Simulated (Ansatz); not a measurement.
Geometry optimisation of In9P8⁺.

```yaml
crystal:
  periodic: [false, false, false]
  atoms:
    - {symbol: In, position_ang: [-0.853230, -3.360230, 1.739880]}
    - {symbol: In, position_ang: [3.058400, 2.282530, 1.464550]}
    - {symbol: In, position_ang: [-2.272550, 3.309180, -2.191630]}
    - {symbol: In, position_ang: [-0.035450, 2.783940, 2.199030]}
    - {symbol: In, position_ang: [-2.724960, -0.783820, -1.185890]}
    - {symbol: In, position_ang: [-0.902140, -5.606590, -0.227410]}
    - {symbol: In, position_ang: [-1.391640, 0.060780, 1.896200]}
    - {symbol: In, position_ang: [-0.225880, 0.847990, -2.266530]}
    - {symbol: In, position_ang: [2.224110, -0.715420, -1.483320]}
    - {symbol: P, position_ang: [0.928720, 0.780320, 0.569900]}
    - {symbol: P, position_ang: [-1.729250, 1.889170, -0.075860]}
    - {symbol: P, position_ang: [-0.226470, 3.567510, -0.386660]}
    - {symbol: P, position_ang: [1.521920, -2.299110, 0.781650]}
    - {symbol: P, position_ang: [2.615200, -0.457540, 1.255590]}
    - {symbol: P, position_ang: [-0.246440, -1.436690, -0.215690]}
    - {symbol: P, position_ang: [-1.322500, -3.192450, -1.017190]}
    - {symbol: P, position_ang: [1.582150, 2.330430, -0.856630]}
basis:
  gaussian: {orbitals: def2-SVP}
total_charge: 1
hamiltonian: {xc: pbe, dispersion: d4}
scf: {lower_state_search: "off"}
output: {orbitals: {seedname: orbitals}}
relax: {f_tol: 0.03, max_steps: 70}
```

```sh
$ ansatz run in.yaml --threads 2 --pin off --events-out ev --progress --plain --max-ram 32768MiB --backend cuda --devices 0, --max-vram 18GiB
```

It prints (some lines left out):

```
Functional definition: PBE
mean field -120824.49127236 eV, -4440.2181564777 hartree, gradient 2.7e-6 eV, S^2 0.000000; 0 other end points of the search recorded, 0 dependent functions left out
relax step   1: F+E_penalty+E_count = -120827.10634183 eV  Δ(F+E_penalty+E_count) = +0.000e0 eV  max|allowed force component| = 1.371e0 eV/Å  Δτ_max = 0.0000 Å  (30 SCF iters, accepted)
mean field -120825.87163067 eV, -4440.2688837098 hartree, gradient 2.3e-6 eV, S^2 0.000000; 0 other end points of the search recorded, 0 dependent functions left out
relax step   2: F+E_penalty+E_count = -120828.39985337 eV  Δ(F+E_penalty+E_count) = -1.294e0 eV  max|allowed force component| = 5.359e-1 eV/Å  Δτ_max = 0.1950 Å  (31 SCF iters, accepted)
mean field -120826.27691771 eV, -4440.2837777337 hartree, gradient 1.6e-6 eV, S^2 0.000000; 0 other end points of the search recorded, 0 dependent functions left out
relax step   3: F+E_penalty+E_count = -120828.78000311 eV  Δ(F+E_penalty+E_count) = -3.801e-1 eV  max|allowed force component| = 4.013e-1 eV/Å  Δτ_max = 0.1949 Å  (32 SCF iters, accepted)
mean field -120826.56056581 eV, -4440.2942016093 hartree, gradient 1.7e-6 eV, S^2 0.000000; 0 other end points of the search recorded, 0 dependent functions left out
relax step   4: F+E_penalty+E_count = -120829.08795816 eV  Δ(F+E_penalty+E_count) = -3.080e-1 eV  max|allowed force component| = 3.971e-1 eV/Å  Δτ_max = 0.2000 Å  (31 SCF iters, accepted)
mean field -120826.85289575 eV, -4440.3049445362 hartree, gradient 2.5e-6 eV, S^2 0.000000; 0 other end points of the search recorded, 0 dependent functions left out
relax step   5: F+E_penalty+E_count = -120829.36652127 eV  Δ(F+E_penalty+E_count) = -2.786e-1 eV  max|allowed force component| = 3.475e-1 eV/Å  Δτ_max = 0.1976 Å  (30 SCF iters, accepted)
mean field -120827.04776928 eV, -4440.3121060066 hartree, gradient 1.9e-6 eV, S^2 0.000000; 0 other end points of the search recorded, 0 dependent functions left out
relax step   6: F+E_penalty+E_count = -120829.57465815 eV  Δ(F+E_penalty+E_count) = -2.081e-1 eV  max|allowed force component| = 3.507e-1 eV/Å  Δτ_max = 0.1972 Å  (31 SCF iters, accepted)
mean field -120827.21924058 eV, -4440.3184074607 hartree, gradient 2.7e-6 eV, S^2 0.000000; 0 other end points of the search recorded, 0 dependent functions left out
relax step   7: F+E_penalty+E_count = -120829.76051304 eV  Δ(F+E_penalty+E_count) = -1.859e-1 eV  max|allowed force component| = 3.174e-1 eV/Å  Δτ_max = 0.1957 Å  (30 SCF iters, accepted)
mean field -120827.40608160 eV, -4440.3252737413 hartree, gradient 1.6e-6 eV, S^2 0.000000; 0 other end points of the search recorded, 0 dependent functions left out
relax step   8: F+E_penalty+E_count = -120829.94327434 eV  Δ(F+E_penalty+E_count) = -1.828e-1 eV  max|allowed force component| = 2.551e-1 eV/Å  Δτ_max = 0.1952 Å  (31 SCF iters, accepted)
mean field -120827.54420871 eV, -4440.3303498192 hartree, gradient 1.5e-6 eV, S^2 0.000000; 0 other end points of the search recorded, 0 dependent functions left out
relax step   9: F+E_penalty+E_count = -120830.08262835 eV  Δ(F+E_penalty+E_count) = -1.394e-1 eV  max|allowed force component| = 1.892e-1 eV/Å  Δτ_max = 0.1915 Å  (30 SCF iters, accepted)
mean field -120827.65557825 eV, -4440.3344425741 hartree, gradient 9.2e-6 eV, S^2 0.000000; 0 other end points of the search recorded, 0 dependent functions left out
relax step  10: F+E_penalty+E_count = -120830.17507893 eV  Δ(F+E_penalty+E_count) = -9.245e-2 eV  max|allowed force component| = 1.546e-1 eV/Å  Δτ_max = 0.1931 Å  (25 SCF iters, accepted)
mean field -120827.72507605 eV, -4440.3369965712 hartree, gradient 9.1e-6 eV, S^2 0.000000; 0 other end points of the search recorded, 0 dependent functions left out
relax step  11: F+E_penalty+E_count = -120830.23652044 eV  Δ(F+E_penalty+E_count) = -6.144e-2 eV  max|allowed force component| = 1.527e-1 eV/Å  Δτ_max = 0.1957 Å  (25 SCF iters, accepted)
mean field -120827.76571962 eV, -4440.3384901947 hartree, gradient 7.2e-6 eV, S^2 0.000000; 0 other end points of the search recorded, 0 dependent functions left out
relax step  12: F+E_penalty+E_count = -120830.26474715 eV  Δ(F+E_penalty+E_count) = -2.823e-2 eV  max|allowed force component| = 2.347e-1 eV/Å  Δτ_max = 0.1984 Å  (25 SCF iters, accepted)
mean field -120827.80721461 eV, -4440.3400151076 hartree, gradient 6.7e-6 eV, S^2 0.000000; 0 other end points of the search recorded, 0 dependent functions left out
relax step  13: F+E_penalty+E_count = -120830.29666515 eV  Δ(F+E_penalty+E_count) = -3.192e-2 eV  max|allowed force component| = 1.652e-1 eV/Å  Δτ_max = 0.1956 Å  (25 SCF iters, accepted)
mean field -120827.82977100 eV, -4440.3408440396 hartree, gradient 2.3e-6 eV, S^2 0.000000; 0 other end points of the search recorded, 0 dependent functions left out
relax step  14: F+E_penalty+E_count = -120830.32371457 eV  Δ(F+E_penalty+E_count) = -2.705e-2 eV  max|allowed force component| = 1.778e-1 eV/Å  Δτ_max = 0.1169 Å  (25 SCF iters, accepted)
mean field -120827.85144135 eV, -4440.3416404103 hartree, gradient 4.8e-6 eV, S^2 0.000000; 0 other end points of the search recorded, 0 dependent functions left out
relax step  15: F+E_penalty+E_count = -120830.36074567 eV  Δ(F+E_penalty+E_count) = -3.703e-2 eV  max|allowed force component| = 1.740e-1 eV/Å  Δτ_max = 0.1921 Å  (25 SCF iters, accepted)
mean field -120827.82263265 eV, -4440.3405817102 hartree, gradient 4.4e-6 eV, S^2 0.000000; 0 other end points of the search recorded, 0 dependent functions left out
relax step  16: F+E_penalty+E_count = -120830.36889470 eV  Δ(F+E_penalty+E_count) = -8.149e-3 eV  max|allowed force component| = 2.993e-1 eV/Å  Δτ_max = 0.1945 Å  (25 SCF iters, accepted)
mean field -120827.84349405 eV, -4440.3413483526 hartree, gradient 2.4e-6 eV, S^2 0.000000; 0 other end points of the search recorded, 0 dependent functions left out
relax step  17: F+E_penalty+E_count = -120830.39841142 eV  Δ(F+E_penalty+E_count) = -2.952e-2 eV  max|allowed force component| = 2.622e-1 eV/Å  Δτ_max = 0.1951 Å  (25 SCF iters, accepted)
mean field -120827.86568242 eV, -4440.3421637601 hartree, gradient 1.6e-6 eV, S^2 0.000000; 0 other end points of the search recorded, 0 dependent functions left out
relax step  18: F+E_penalty+E_count = -120830.40775716 eV  Δ(F+E_penalty+E_count) = -9.346e-3 eV  max|allowed force component| = 1.726e-1 eV/Å  Δτ_max = 0.0541 Å  (25 SCF iters, accepted)
mean field -120827.85440163 eV, -4440.3417491988 hartree, gradient 1.8e-6 eV, S^2 0.000000; 0 other end points of the search recorded, 0 dependent functions left out
relax step  19: F+E_penalty+E_count = -120830.41546158 eV  Δ(F+E_penalty+E_count) = -7.704e-3 eV  max|allowed force component| = 1.523e-1 eV/Å  Δτ_max = 0.0548 Å  (25 SCF iters, accepted)
mean field -120827.85797012 eV, -4440.3418803381 hartree, gradient 1.9e-6 eV, S^2 0.000000; 0 other end points of the search recorded, 0 dependent functions left out
relax step  20: F+E_penalty+E_count = -120830.41927015 eV  Δ(F+E_penalty+E_count) = -3.809e-3 eV  max|allowed force component| = 5.476e-2 eV/Å  Δτ_max = 0.0289 Å  (25 SCF iters, accepted)
mean field -120827.86230122 eV, -4440.3420395034 hartree, gradient 2.4e-6 eV, S^2 0.000000; 0 other end points of the search recorded, 0 dependent functions left out
relax step  21: F+E_penalty+E_count = -120830.42205448 eV  Δ(F+E_penalty+E_count) = -2.784e-3 eV  max|allowed force component| = 3.491e-2 eV/Å  Δτ_max = 0.0349 Å  (25 SCF iters, accepted)
mean field -120827.86094818 eV, -4440.3419897798 hartree, gradient 2.8e-6 eV, S^2 0.000000; 0 other end points of the search recorded, 0 dependent functions left out
relax step  22: F+E_penalty+E_count = -120830.42112848 eV  Δ(F+E_penalty+E_count) = +9.260e-4 eV  max|allowed force component| = 7.459e-2 eV/Å  Δτ_max = 0.1308 Å  (24 SCF iters, rejected (line search))
mean field -120827.86579427 eV, -4440.3421678703 hartree, gradient 1.8e-6 eV, S^2 0.000000; 0 other end points of the search recorded, 0 dependent functions left out
relax step  23: F+E_penalty+E_count = -120830.42472676 eV  Δ(F+E_penalty+E_count) = -2.672e-3 eV  max|allowed force component| = 1.838e-2 eV/Å  Δτ_max = 0.0626 Å  (25 SCF iters, accepted)
mean field -120827.86581096 eV, -4440.3421684837 hartree, gradient 1.3e-6 eV, S^2 0.000000; 0 other end points of the search recorded, 0 dependent functions left out
relax step  24: F+E_penalty+E_count = -120830.42558334 eV  Δ(F+E_penalty+E_count) = -8.566e-4 eV  max|allowed force component| = 2.006e-2 eV/Å  Δτ_max = 0.0594 Å  (25 SCF iters, accepted)
Total energy: -120830.42565201 eV, -4440.4362409072 hartree
Atom 0 at    -1.475587    -2.815662     1.939246 Å, force    -0.004370     0.002799     0.003539 eV/Å
Atom 1 at     3.082403     3.087259     1.007007 Å, force    -0.001440     0.003426    -0.003709 eV/Å
Atom 2 at    -2.252908     4.059365    -2.042254 Å, force    -0.004100    -0.003205     0.003864 eV/Å
Atom 3 at    -0.224964     3.474785     2.501785 Å, force     0.005827     0.000014     0.015351 eV/Å
Atom 4 at    -3.375198    -1.411581    -1.133104 Å, force     0.001002    -0.001360     0.003037 eV/Å
Atom 5 at     0.765785    -5.027674    -0.847286 Å, force     0.000145     0.002718    -0.004552 eV/Å
Atom 6 at    -1.338068     0.087222     1.089916 Å, force    -0.003939     0.005258    -0.001948 eV/Å
Atom 7 at    -0.793875     1.079133    -2.263684 Å, force    -0.008341    -0.000379    -0.006854 eV/Å
Atom 8 at     2.750894    -1.278965    -1.538195 Å, force     0.003059    -0.008554    -0.004267 eV/Å
Atom 9 at     1.265731     0.766688     1.378353 Å, force     0.001120    -0.015446    -0.004063 eV/Å
Atom 10 at    -1.760856     2.570329     0.323649 Å, force     0.001075    -0.002617    -0.014606 eV/Å
Atom 11 at     0.248527     3.259363    -0.502529 Å, force     0.004317     0.001072    -0.004502 eV/Å
Atom 12 at     1.071564    -2.626774     0.875189 Å, force    -0.004499     0.007042     0.000233 eV/Å
Atom 13 at     2.512749    -1.089386     1.397673 Å, force     0.006670     0.004408     0.010796 eV/Å
Atom 14 at    -0.312740    -1.931413    -0.753840 Å, force     0.007387    -0.019794     0.008393 eV/Å
Atom 15 at    -1.708635    -3.621021    -0.683915 Å, force    -0.004946     0.004553    -0.008276 eV/Å
Atom 16 at     1.545170     1.418331    -0.748023 Å, force     0.001032     0.020063     0.007565 eV/Å
Dipole moment:    -0.234435    -0.033680    -0.311544 e Å
Checks for a lower state left out: stability, starts, cluster_reference, orbital_swaps, neighbouring_geometries, increment
```

It took 1.7 min on 2 threads of AMD EPYC 7R13 on a shared host and a share (18 GiB) of an NVIDIA H100 80GB HBM3, peak host memory 1.1 GiB.

In the def2 sets In takes a core potential; there is no spin–orbit coupling. The restricted singlet is unstable towards broken spin symmetry in Hartree–Fock (as tested in another run); at PBE-D4/def2-SVP this wasn't settled. Another isomer (singlet) lies 0.37 eV lower at PBE0-D4/def2-TZVP; other spin states weren't run for this one.
